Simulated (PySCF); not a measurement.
## Magnetisability: SMILES BrC1C=COC=C1, C$_{5}$H$_{5}$BrO

Molfile (atoms numbered from 1):
```
C5H5BrO
     RDKit          3D

 12 12  0  0  0  0  0  0  0  0999 V2000
   -0.5573   -2.4589    1.1260 Br  0  0  0  0  0  0  0  0  0  0  0  0
    0.0132   -1.0420   -0.3600 C   0  0  0  0  0  0  0  0  0  0  0  0
   -1.1164   -0.1254   -0.5621 C   0  0  0  0  0  0  0  0  0  0  0  0
   -1.0716    1.1276   -0.1073 C   0  0  0  0  0  0  0  0  0  0  0  0
    0.0118    1.6949    0.4704 O   0  0  0  0  0  0  0  0  0  0  0  0
    1.1260    0.9317    0.5426 C   0  0  0  0  0  0  0  0  0  0  0  0
    1.2037   -0.3334    0.1274 C   0  0  0  0  0  0  0  0  0  0  0  0
    0.1955   -1.7327   -1.1795 H   0  0  0  0  0  0  0  0  0  0  0  0
   -2.0114   -0.5019   -1.0278 H   0  0  0  0  0  0  0  0  0  0  0  0
   -1.8884    1.8274   -0.1971 H   0  0  0  0  0  0  0  0  0  0  0  0
    1.9639    1.4855    0.9379 H   0  0  0  0  0  0  0  0  0  0  0  0
    2.1323   -0.8734    0.2036 H   0  0  0  0  0  0  0  0  0  0  0  0
  1  2  1  0
  2  3  1  0
  3  4  2  0
  4  5  1  0
  5  6  1  0
  6  7  2  0
  7  2  1  0
  2  8  1  0
  3  9  1  0
  4 10  1  0
  6 11  1  0
  7 12  1  0
M  END
```

Level of theory: GIAO wB97X-D/pcSseg-1 magnetisability, rotational g tensor and spin-rotation constants, non-relativistic, gas phase (PySCF). Geometry: GFN2-xTB.

The calculation is non-relativistic, which matters for the atoms heavier than Zn.

**Question.** What are the magnetisability and the molar susceptibility?

**Answer.** Isotropic -1160 × 10⁻³⁰ J/T², or -69.9 × 10⁻⁶ cm³/mol; principal values -1426, -1034, -1021 × 10⁻³⁰ J/T², anisotropy 398 × 10⁻³⁰ J/T² (root of half the summed squared differences of the principal values). The susceptibility is in cgs units.

**Question.** Split it along the inertial axes a, b, c into diamagnetic and paramagnetic parts about the centre of mass, with the quadrupole moment.

**Answer.** 
```
axis  χ (10⁻⁶ cm³/mol)  diamagnetic (10⁻⁶ cm³/mol)  paramagnetic (10⁻⁶ cm³/mol)  summed x² of all electrons (Å²)  quadrupole Θ (D Å)
   a             -79.7                      -389.0                        309.3                            232.7               -5.28
   b             -61.5                     -1118.1                       1056.7                             60.9               +7.39
   c             -68.4                     -1245.8                       1177.4                             30.8               -2.11
```
Anisotropies 2χaa − χbb − χcc = -29.5 and 2χbb − χaa − χcc = +25.2 × 10⁻⁶ cm³/mol. Θ is traceless in Buckingham's convention.

**Question.** And the rotational g tensor?

**Answer.** 
```csv
axis,rotational constant (GHz),g,nuclear part,electronic part
a,4.2598,-0.0179,0.6012,-0.6191
b,1.0442,-0.0170,0.5014,-0.5184
c,0.9447,-0.0098,0.5127,-0.5225
```
Asymmetric top; isotopes 79Br, 12C, 1H, 16O; no vibrational averaging.
